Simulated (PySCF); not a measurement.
CH3O2 (SMILES O=C[OH2+]), charge +1, singlet, at a GFN2-xTB geometry; CASSCF(2,2)/6-31G (PySCF).

Here is a job for PySCF.
```python
from pyscf import gto, scf, mcscf
import numpy

mol = gto.M(
    atom='''
O    -0.99670430   -0.48679131   -0.02050171
C     0.16260915    0.52937802   -0.00703074
O     1.22437017    0.11575511    0.11238354
H    -0.70362568   -1.42889272   -0.05203392
H    -0.30185128    1.51257374   -0.07705403
H    -1.79150481   -0.29165963   -0.56378237
''',
    basis='6-31g',
    charge=1,
    verbose=4,
)

mf = scf.RHF(mol)
mf.kernel()
mc = mcscf.CASSCF(mf, 2, 2)
mc.fix_spin_(ss=0.0)
mc = mc.newton()
mc.kernel()
occ = numpy.linalg.eigvalsh(mc.fcisolver.make_rdm1(mc.ci, mc.ncas, mc.nelecas))[::-1]
ss = mc.fcisolver.spin_square(mc.ci, mc.ncas, mc.nelecas)[0]
print('natural occupations', occ.round(4), ' <S^2>', round(ss, 4))
```

Output, abridged:

```
PySCF version 2.14.0

[INPUT] verbose = 4
[INPUT] num. atoms = 6
[INPUT] num. electrons = 24
[INPUT] charge = 1
[INPUT] spin (= nelec alpha-beta = 2S) = 0
[INPUT] symmetry False subgroup None
[INPUT] Mole.unit = angstrom
[INPUT] Symbol           X                Y                Z      unit          X                Y                Z       unit  Magmom
[INPUT]  1 O     -0.996704300000  -0.486791310000  -0.020501710000 AA   -1.883498154176  -0.919902255718  -0.038742616985 Bohr   0.0
[INPUT]  2 C      0.162609150000   0.529378020000  -0.007030740000 AA    0.307286758848   1.000379474165  -0.013286173053 Bohr   0.0
[INPUT]  3 O      1.224370170000   0.115755110000   0.112383540000 AA    2.313724296387   0.218745455419   0.212374111509 Bohr   0.0
[INPUT]  4 H     -0.703625680000  -1.428892720000  -0.052033920000 AA   -1.329659829411  -2.700215902185  -0.098329857988 Bohr   0.0
[INPUT]  5 H     -0.301851280000   1.512573740000  -0.077054030000 AA   -0.570416249549   2.858350111809  -0.145611013494 Bohr   0.0
[INPUT]  6 H     -1.791504810000  -0.291659630000  -0.563782370000 AA   -3.385453441741  -0.551156822292  -1.065394273158 Bohr   0.0

nuclear repulsion = 75.6050543507201
number of shells = 21
number of NR pGTOs = 78
number of NR cGTOs = 33
basis = 6-31g
ecp = {}

******** <class 'pyscf.scf.hf.RHF'> ********
method = RHF
initial guess = minao
damping factor = 0
level_shift factor = 0
DIIS = <class 'pyscf.scf.diis.CDIIS'>
diis_start_cycle = 1
diis_space = 8
diis_damp = 0
SCF conv_tol = 1e-09
SCF conv_tol_grad = None
SCF max_cycles = 50
direct_scf = True
direct_scf_tol = 1e-13
Set gradient conv threshold to 3.16228e-05
Initial guess from minao.
init E= -189.744090643019
  HOMO = -0.41592942224839  LUMO = 0.0437152537668208  gap/eV = 12.50757
cycle= 1 E= -188.770884685038  delta_E= 0.973  |g|= 0.735  |ddm|= 2.17
  HOMO = -0.694604109054454  LUMO = -0.16274765173859  gap/eV = 14.47255
cycle= 2 E= -188.834975583224  delta_E= -0.0641  |g|= 0.686  |ddm|= 1.15
  HOMO = -0.769954142058759  LUMO = -0.140748507046325  gap/eV = 17.12156
cycle= 3 E= -188.921461080583  delta_E= -0.0865  |g|= 0.0599  |ddm|= 0.484
  HOMO = -0.756096383371786  LUMO = -0.109205517350721  gap/eV = 17.60280
cycle= 4 E= -188.923125383983  delta_E= -0.00166  |g|= 0.0267  |ddm|= 0.0797
  HOMO = -0.761731404974336  LUMO = -0.111572526795649  gap/eV = 17.69172
cycle= 5 E= -188.923539627632  delta_E= -0.000414  |g|= 0.0131  |ddm|= 0.0409
  HOMO = -0.765274138043874  LUMO = -0.112343898706174  gap/eV = 17.76714
cycle= 6 E= -188.923666288005  delta_E= -0.000127  |g|= 0.00611  |ddm|= 0.0257
  HOMO = -0.766076382639772  LUMO = -0.111025217238923  gap/eV = 17.82485
cycle= 7 E= -188.923702881067  delta_E= -3.66e-05  |g|= 0.00121  |ddm|= 0.0199
  HOMO = -0.766417201019668  LUMO = -0.110877174850668  gap/eV = 17.83815
cycle= 8 E= -188.923703738829  delta_E= -8.58e-07  |g|= 0.000141  |ddm|= 0.00292
  HOMO = -0.766424632610933  LUMO = -0.110920104118766  gap/eV = 17.83719
cycle= 9 E= -188.923703753474  delta_E= -1.46e-08  |g|= 4.32e-05  |ddm|= 0.000269
  HOMO = -0.766422297611288  LUMO = -0.110913905255759  gap/eV = 17.83729
cycle= 10 E= -188.923703755498  delta_E= -2.02e-09  |g|= 1.63e-05  |ddm|= 0.000101
  HOMO = -0.766422079175116  LUMO = -0.110914450084442  gap/eV = 17.83727
cycle= 11 E= -188.923703755894  delta_E= -3.96e-10  |g|= 6.89e-06  |ddm|= 4.94e-05
  HOMO = -0.76642230448114  LUMO = -0.110914289036707  gap/eV = 17.83728
Extra cycle  E= -188.923703755936  delta_E= -4.2e-11  |g|= 4.61e-06  |ddm|= 1.13e-05
converged SCF energy = -188.923703755936

******** <class 'pyscf.mcscf.newton_casscf.CASSCF'> ********
CAS (1e+1e, 2o), ncore = 11, nvir = 20
max_cycle_macro = 50
max_cycle_micro = 10
conv_tol = 1e-07
conv_tol_grad = None
orbital rotation max_stepsize = 0.03
augmented hessian ah_max_cycle = 30
augmented hessian ah_conv_tol = 1e-12
augmented hessian ah_linear dependence = 1e-14
augmented hessian ah_level shift = 1e-08
augmented hessian ah_start_tol = 500
augmented hessian ah_start_cycle = 3
augmented hessian ah_grad_trust_region = 3
kf_trust_region = 3
kf_interval = 5
natorb = False
canonicalization = True
internal_rotation = False
******** <class 'pyscf.fci.addons.SpinPenaltyFCISolver'> ********
max. cycles = 50
conv_tol = 1e-08
davidson only = True
linear dependence = 1e-12
level shift = 0.001
max iter space = 12
nroots = 1
pspace_size = 400
spin = None

WARN: SO-CASSCF (Second order CASSCF) is an experimental feature. Its performance is bad for large systems.

CASCI E = -188.924031033293  dE = -188.92403  S^2 = 0.0000000
Set conv_tol_grad to 0.000316228
macro 1 (7 JK  4 micro), CASSCF E = -188.924198555787  dE = -0.0001675  |grad|=0.00254  S^2 = 0.0000000
macro 2 (11 JK  7 micro), CASSCF E = -188.924374392833  dE = -0.0001758  |grad|=0.00405  S^2 = 0.0000000
macro 3 (11 JK  7 micro), CASSCF E = -188.924910024145  dE = -0.0005356  |grad|=0.0043  S^2 = 0.0000000
macro 4 (10 JK  6 micro), CASSCF E = -188.925784215043  dE = -0.0008742  |grad|=0.00467  S^2 = 0.0000000
macro 5 (11 JK  7 micro), CASSCF E = -188.927459722711  dE = -0.001676  |grad|=0.0119  S^2 = 0.0000000
macro 6 (19 JK  14 micro), CASSCF E = -188.939648727052  dE = -0.01219  |grad|=0.0474  S^2 = 0.0000000
macro 7 (19 JK  14 micro), CASSCF E = -188.948963352722  dE = -0.009315  |grad|=0.0463  S^2 = 0.0000000
macro 8 (11 JK  7 micro), CASSCF E = -188.957688027005  dE = -0.008725  |grad|=0.0455  S^2 = 0.0000000
macro 9 (11 JK  7 micro), CASSCF E = -188.961551273907  dE = -0.003863  |grad|=0.0168  S^2 = 0.0000000
macro 10 (18 JK  10 micro), CASSCF E = -188.96204628853  dE = -0.000495  |grad|=0.000337  S^2 = 0.0000000
macro 11 (13 JK  8 micro), CASSCF E = -188.962063883062  dE = -1.759e-05  |grad|=9.37e-05  S^2 = 0.0000000
macro 12 (8 JK  4 micro), CASSCF E = -188.96206389766  dE = -1.46e-08  |grad|=3.75e-05  S^2 = 0.0000000
newton CASSCF converged in 12 macro (30 KF 119 Hx) steps
CASSCF canonicalization
Density matrix diagonal elements [1.91565021 0.08434979]
CASSCF energy = -188.962063897660
CASCI E = -188.962063897660  E(CI) = -2.30184712189438  S^2 = 0.0000000
natural occupations [1.9175 0.0825]  <S^2> 0.0
```
